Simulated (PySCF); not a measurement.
All values below come from PBE-D3(BJ)/def2-TZVP // B3LYP-D3(BJ)/def2-TZVP run with PySCF. All species are isolated molecules in the gas phase. Excitations are Tamm–Dancoff values on a coarser integration grid. The basis has no diffuse functions, so Rydberg states are missing or too high.

Reference species (SMILES): `BrB(Br)C` (neutral, multiplicity 1).

```json
{
 "S1–T1 gap (TDA)": "0.16 eV",
 "S1 oscillator strength": "0.000",
 "brightest of the four lowest singlets (TDA)": "5.66 eV",
 "dipole_moment": "1.36 D"
}
```

Changed species: `CB(C)Br` (2 of 3 Br replaced by CH3; the reference has 1 of 3 Br replaced by CH3).

Problem. Give the shifts of the S1–T1 gap (TDA), S1 oscillator strength, brightest of the four lowest singlets (TDA) and dipole moment.

Solution. the S1–T1 gap (TDA) rises by 0.05 eV, to 0.21 eV; the S1 oscillator strength hardly moves; the brightest of the four lowest singlets (TDA) rises by 0.49 eV, to 6.15 eV; the dipole moment rises by 0.39 D, to 1.75 D.
